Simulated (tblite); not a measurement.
A tight-binding relaxation on `[SiH3][NH][GaH-]1[Cl+][GaH2-][Cl+]1`.

Computed with GFN2-xTB geometry optimisation, gas phase (tblite 0.8.0). Start geometry: from a force field or distance geometry. The input is one job of a driver script: a line of settings, then coordinates in Å.

Command:
```bash
OMP_NUM_THREADS=1 python probes_run.py task.json out
```

Input:
```
{"job": {"kind": "relax", "xc": "GFN2-xTB", "basis": "xTB"}, "charge": 0, "multiplicity": 1}
Si    -2.448000    -0.137800    -0.819000
N     -1.269400    -1.332500    -0.291400
Ga     0.472900    -0.685000     0.026700
Cl     0.739900     1.489500     0.189100
Ga     2.732000     1.155700    -0.707500
Cl     1.771600    -0.552400    -1.758700
H     -3.611600    -0.914000    -1.322600
H     -3.010400     0.665100     0.288300
H     -1.957700     0.692000    -1.921800
H     -1.643400    -1.764700     0.598300
H      1.160300    -1.468700     1.257000
H      3.227000     2.306300    -1.693700
H      3.832400     0.547100     0.295700
```

Output:
```
step      E/eV     max force
  0    -541.43779    1.471
  1    -541.55853    1.042
  2    -541.66494    0.861
  3    -541.69218    0.464
  4    -541.71274    0.382
  5    -541.73241    0.410
  6    -541.75545    0.453
  7    -541.77308    0.348
  8    -541.78296    0.214
  9    -541.78911    0.208
... (113 lines left out)
123    -542.05350    0.044
124    -542.05359    0.022
125    -542.05365    0.016
126    -542.05370    0.020
127    -542.05378    0.032
128    -542.05390    0.038
129    -542.05404    0.029
130    -542.05413    0.022
131    -542.05416    0.014
132    -542.05418    0.009
```

«max force» is the largest atomic force in eV/Å.

**Question.** From which step on does the largest force stay under 0.1 eV/Å, and how much energy is left to gain from there?

**Answer.** From step 84 (0.094 eV/Å), 7.7 meV above the end.

Main results: energy lowered by 14.2 kcal/mol over 132 steps; largest atomic force 0.009 eV/Å at the end.

**Question.** Give the final coordinates.

**Answer.** 0.910 Å rms from the input after alignment:
```
atom  x, y, z in Å
Si1   -2.0463    0.1241   -0.9976
N2    -1.2533   -1.0801   -0.0105
Ga3    0.4992   -1.1159    0.5318
Cl4    1.1873    0.9796    1.1331
Ga5    2.2075    1.1881   -0.8793
Cl6    1.8380   -1.0014   -1.3172
H7    -3.0341   -0.5882   -1.8126
H8    -2.6906    1.1398   -0.1487
H9    -0.9874    0.7516   -1.8137
H10   -1.8957   -1.7427    0.4050
H11    1.0585   -2.1582    1.5101
H12    1.3843    2.1089   -1.8138
H13    3.7280    1.3948   -0.6463
```

**Question.** Estimate the wall time. Hardware: one thread, Arm Neoverse V2 (aarch64) (shared host).

**Answer.** About 1.0 s.
Labels such as C1 count atoms from 1, the log's own numbers from 0.
